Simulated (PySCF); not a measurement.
# How methods differ on the electron affinity of Bi

Bi⁻ [Xe] 4f14 5d10 6s2 6p4 (3P) → Bi [Xe] 4f14 5d10 6s2 6p3 (4S), as a difference of total energies. All numbers are calculated (PySCF 2.14, scalar relativity through the core potential, in aug-cc-pwCVTZ-PP with ECP60MDF). Correlated levels: valence: 5s2 5p6 5d10 frozen. The calculations carry no spin-orbit coupling.

```
           method  electron affinity (eV)
              UHF                  -0.185
    MP2 (valence)                   0.508
SCS-MP2 (valence)                   0.564
   CCSD (valence)                   0.609
CCSD(T) (valence)                   0.664
```

Spin-orbit coupling is strong in these open shells (close to jj coupling). The scalar numbers leave it out and a first-order estimate fails, so it can dominate the gap to the real levels.

Errors of the correlated levels include the incompleteness of this basis and the frozen core.

A negative affinity means that the anion lies above the atom at that level of theory.

For comparison: 0.942 eV (measured; photodetachment measurements, as compiled on the Wikipedia data page of electron affinities).
